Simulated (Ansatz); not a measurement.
Consider the atomization: `C[NH][Ga]([NH]C)[NH]C` → 3 C• + Ga• + 12 H• + 3 N•.

Computed with Ansatz on PBE0-D4/def2-TZVP structures; ΔE is electronic, products minus reactants. CCSD(T)/CBS is the MP2 limit (def2-TZVPP, def2-QZVPP) plus CCSD(T) − MP2 in def2-TZVPP, frozen cores. This one scheme is used for every species, atoms too. DFT in def2-TZVPP. B3LYP here is the variant with VWN-RPA as its local correlation; programs differ in this. No spin–orbit coupling; open shells (•) take unrestricted orbitals. Spin–orbit coupling would lower the free atoms: a little for C; clearly for Ga. For Ga outer-core shells are correlated without core-valence functions, so the limit isn't a true one: a few kJ/mol of doubt a bond, and 10 to 20 or more in all where bonds break to atoms. Scalar relativity is left out up to krypton. One conformer a species, not always the lowest.

```
             level  ΔE (eV)  difference from CCSD(T)/CBS
         revPBE-D4    70.37                        -0.48
          B3LYP-D4    70.90                         0.05
          BHLYP-D4    68.83                        -2.02
           ωB97X-V    71.04                         0.19
            B2PLYP    70.04                        -0.81
               PBE    71.72                         0.87
              BLYP    69.89                        -0.96
              PBE0    70.51                        -0.34
           r2SCAN0    69.40                        -1.45
       HF/def2-SVP    50.24                       -20.61
     HF/def2-TZVPP    49.62                       -21.23
    MP2/def2-TZVPP    69.70                        -1.15
   CCSD/def2-TZVPP    67.92                        -2.93
CCSD(T)/def2-TZVPP    68.94                        -1.91
    MP2/def2-QZVPP    70.84                        -0.01
      HF/CBS(def2)    49.76                       -21.09
       CCSD(T)/CBS    70.85                            0
```

Largest T1 diagnostic among the species: 0.013.

Leaving LDA and LC-ωPBE aside and taking each functional with its dispersion term where it has one, the values, not all of them listed here, spread over 3.31 eV, from BHLYP-D4 to PBE-D4. LDA lies +9.41 eV from PBE without D4, its usual overbinding. At CCSD(T), def2-SVP lies −4.07 eV from the extrapolated value and def2-TZVPP −1.91 eV: correlation converges slowly with the basis, and small sets miss more of it in the bonded molecule than in its fragments. From PBE to PBE0 (25 % exact exchange), in def2-TZVPP and without D4, ΔE moves by −1.21 eV: exact exchange takes away binding that semilocal exchange gives to molecules.

For atomizations the MP2-based limit and the directly extrapolated one differ by several kJ/mol either way, and by 10 to 25 for some Ge, Se and Sn compounds, so smaller differences from it don't rank the levels.
